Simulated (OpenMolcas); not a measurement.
Computed levels of 4s2 4p3 in ions with 33 electrons, in cm-1 above 4S* 3/2.

```yaml
Program: OpenMolcas
Method: RASSCF
Basis: ANO-RCC-VQZP
Scalar_Hamiltonian: DKH2, point nucleus
Spin-orbit_coupling: state interaction with AMFI integrals over the reference wave functions, term energies averaged over their components
```

Active space for each ion: 3 electrons in 9 orbitals (RAS2 4p; RAS3 4d 5s, at most 1 electron).

```json
{"Level": "2D* 3/2", "Se+": "17492", "Kr3+": "22009"}
{"Level": "2D* 5/2", "Se+": "17889", "Kr3+": "23240"}
{"Level": "2P* 1/2", "Se+": "29568", "Kr3+": "38316"}
{"Level": "2P* 3/2", "Se+": "30100", "Kr3+": "39997"}
```

Task: Estimate 2D* 3/2, 2D* 5/2 for Br2+ from its neighbours Se+ and Kr3+.

Result: 2D* 3/2 is another term, which grows about linearly with the charge: (17492 + 22009) / 2 = 19750. The calculation gives 19941, so the estimate is off by -1.0 %.
2D* 5/2 is another term, which grows about linearly with the charge: (17889 + 23240) / 2 = 20564. The calculation gives 20672, so the estimate is off by -0.5 %.

With the s shell closed, the reference lacks s² → p² mixing. Without dynamic correlation excited terms often stand tens of per cent too high (terms of higher spin than the ground term too low), and those without a measured partner can miss by more than the paired ones (holds for Se+). Only configurations of the active space appear.

* marks odd parity.
